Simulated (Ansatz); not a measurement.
System: SiBr2, net charge -1, doublet state. 
Geometry from a B3LYP-D3(BJ)/def2-TZVP (Ansatz, an electronic-structure program) optimisation:
```xyz
3

Si    -0.0019    -0.0105     1.3016
Br     1.0556    -1.5426    -0.2713
Br    -1.0549     1.5468    -0.2493
```
Charge -1, spin multiplicity 2.

Basis-set convergence of Hartree-Fock and CCSD(T) correlation energies (hartree) with Ansatz. Cores are frozen in the correlated levels unless marked. UHF or UKS for open shells. No spin-orbit coupling. The frozen core is the preceding noble-gas configuration, with the filled d and f shells of earlier blocks. No relativistic terms.

```csv
basis,functions,E(HF),"E(corr, CCSD(T))"
def2-SVPD,106,-5433.16212,-0.37608
def2-TZVPPD,162,[?],[?]
```

**Question.** Fill in the missing entries.

**Answer.** 
- def2-TZVPPD, E(HF): -5433.88614
- def2-TZVPPD, E(corr, CCSD(T)): -0.47991
